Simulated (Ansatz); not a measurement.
Relaxation of F4H2SZr (8 atoms, charge 0, multiplicity 1), to a largest force component of 0.03 eV/Å in at most 50 steps.

The calculation used RKS PBE0-D4/def2-SVP in Ansatz 0.2.0.

```xyz
8
Properties=species:S:1:pos:R:3:forces:R:3
Zr -0.497 0.191 -0.437 -0.41 -0.05 0.65
F -0.157 -1.091 2.440 0.16 0.05 -0.36
F 1.061 1.024 0.225 0.02 0.02 0.02
F -0.849 0.988 -2.108 -0.01 0.01 -0.03
F -0.375 -1.657 -0.807 0.00 -0.01 0.00
S -2.492 0.696 1.039 0.54 -0.15 -0.21
H -3.192 -0.343 0.528 -0.02 -0.03 -0.02
H -0.968 -0.682 2.624 -0.27 0.17 -0.05
```

**Question.** Where does it end, and by what steps?

**Answer.** The run converged. After 9 steps the energy has fallen by 0.345 eV; F2 moved furthest, 0.51 Å. Joined: Zr1–F2 (3.17 → 2.37 Å).

```
step  energy less start (eV)  largest force component (eV/Å)  accepted
   0                  0.0000                           0.650       yes
   1                 -0.1059                           0.571       yes
   2                 -0.2389                           0.739       yes
   3                 -0.2942                           0.399       yes
   4                 -0.3284                           0.317       yes
   5                 -0.2558                           1.287        no
   6                 -0.3377                           0.482       yes
   7                 -0.3434                           0.200       yes
   8                 -0.3446                           0.036       yes
   9                 -0.3450                           0.020       yes
```

```xyz
8
Properties=species:S:1:pos:R:3
Zr -0.419 0.071 -0.182
F -0.208 -0.862 1.983
F 1.161 0.997 0.293
F -0.900 0.885 -1.819
F -0.281 -1.735 -0.729
S -2.484 0.629 1.201
H -3.231 -0.318 0.585
H -1.107 -0.540 2.173
```

Whether the end is a true minimum wasn't checked by a vibrational analysis.

Run time: 29 s on 2 threads of Intel(R) Xeon(R) 6975P-C (Granite Rapids), with other jobs on the host, peak memory 0.3 GiB.
